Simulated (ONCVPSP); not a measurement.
**What one change does to a pseudopotential (I, ONCV)**

iodine (I), optimised norm-conserving Vanderbilt (ONCV), made with ONCVPSP 4.0.1 (LDA (Perdew-Zunger), fully relativistic). Core [Kr] 4d10, reference 5s1 5p6. Waves: 5s: rc 1.45 bohr, ncon 5, nbas 9, qcut 3.7 1/bohr, 2 projectors, debl 2.9 Ha; 5p: rc 2.00 bohr, ncon 3, nbas 7, qcut 3.5 1/bohr, 2 projectors, debl 2.4 Ha; d scattering state at 0.27 Ha: rc 2.20 bohr, ncon 4, nbas 8, qcut 5.2 1/bohr, 1 projector. Local part: polynomial inside 1.35 bohr (lpopt 5, dvloc0 1 Ha). Core correction: polynomial model core, fcfact 0.55.

Open shells are filled in proportion to 2j + 1.

Change: scalar-relativistic.

Cutoffs: the cutoffs (Ha) at which the residual kinetic energy of the hardest occupied pseudo-wave falls to 1 and 0.1 mHa per electron; they do not see the model core or the augmentation charge, which bear on the density cutoff. Errors are all-electron minus pseudo energies relative to the spin-unpolarised reference configuration.

Q: Predict the effect on cutoff, ghosts and configuration errors.

A: The potential gets neither clearly harder nor softer (104 Ha and 116 Ha → 104 Ha and 116 Ha); both files keep a bound ghost (s); of the 4 tests that both files solve, the error grows in 3 and shrinks in 0 by more than 15 % and 0.3 meV (median size 2.1 → 2.8 meV).

```csv
quantity,base,changed
"cutoff, loose",104 Ha,104 Ha
"cutoff, tight",116 Ha,116 Ha
loose cutoff by channel,"s 104 Ha, p 11 Ha","s 104 Ha, p 10 Ha"
bound ghosts,s,s
GHOST(+) flags under 300 eV,p3/2 at 98.2 eV,p at 100.2 eV
"error for 5s2 5p5, meV [ΔE -10.46 → -10.51 eV]",-3.7,-3.4
"error for 5s2 5p4, meV [ΔE 0.87 → 0.79 eV]",+1.0,-1.9
"error for 5s2 5p3, meV [ΔE 20.96 → 20.86 eV]",-3.0,-12
"error for 5s2 5p4.5, meV [ΔE -5.84 → -5.90 eV]",-1.1,-2.2
s: phases at 1.47 bohr within 0.05 rad from the reference energy up to (Ha; the scan ends near 5),to the end of the scan,to the end of the scan
"rms error of d²Exc/dni dnj with the model core, mHa",1.97,0.26
```

 A true bound ghost makes a file unfit for plane-wave use even where its test errors are small: the radial tests pick states by their node count and pass the ghost by.
